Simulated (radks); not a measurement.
The numbers below are computed, except where a source is named.
Problem. Radial electron density D(r) = 4 pi r^2 rho(r) of an atom or ion with 25 electrons. Level of theory: scalar-relativistic Kohn-Sham, revPBE, spin-polarised, spherical densities, finite nucleus; Fermi nuclear charge, rms radius of each element as measured or else 0.836 A^(1/3) + 0.57 fm (a radial shooting solver on a logarithmic mesh with Libxc functionals).

r (bohr),D(r) (e/bohr),spin D(r)
0.007034,6.132,-0.000256
0.008059,7.575,-0.000304
0.009159,9.175,-0.000349
0.01049,11.15,-0.000390
0.01202,13.40,-0.000414
0.01366,15.77,-0.000402
0.01565,18.51,-0.000325
0.01793,21.38,-0.000136
0.02038,24.12,0.000206
0.02335,26.89,0.000839
0.02654,29.21,0.00181
0.03041,31.15,0.00343
0.03484,32.35,0.00590
0.0396,32.68,0.00928
0.04537,32.13,0.0144
0.05156,30.87,0.0209
0.05907,29.04,0.0302
0.06768,27.16,0.0423
0.07692,25.88,0.0566
0.08812,25.55,0.0749
0.101,26.60,0.0969
0.1147,28.81,0.122
0.1315,31.93,0.153
0.1494,34.74,0.192
0.1712,36.50,0.250
0.1961,36.07,0.337
0.2229,33.35,0.461
0.2554,28.45,0.658
0.2926,22.75,0.939
0.3325,18.09,1.29
0.381,15.12,1.73
0.433,14.57,2.19
0.4961,15.80,2.64
0.5684,17.58,2.97
0.646,18.49,3.10
0.7401,17.88,3.03
0.8411,15.81,2.77
0.9637,12.62,2.35
1.104,9.199,1.87
1.255,6.345,1.41
1.438,3.997,0.984
1.647,2.376,0.635
1.872,1.390,0.389
2.145,0.7470,0.211
2.438,0.3928,0.107
2.793,0.1829,0.0455
3.199,0.07619,0.0165
3.636,0.02925,0.00522
4.166,0.008876,0.00115
4.773,0.002176,0.000159
5.425,0.0004638,0.00000544

What is the nuclear charge?

Solution. Z = 27. The innermost maximum, from 1s, lies near gamma/Z bohr with gamma = sqrt(1 - (Z/c)^2) = 0.980, here 0.0363 bohr (found: 0.0390), and its height grows with Z. The density is that of the cobalt ion Co2+ in [Ne] 3s2 3p5.75 3d7.25; the configuration itself is not fixed sharply by these data, and Z only to about a unit. D(r) has 3 maxima, at r = 0.0390, 0.180, 0.662 bohr, and minima at 0.0853, 0.419 bohr, inside which lie 2.11, 10.75 electrons.
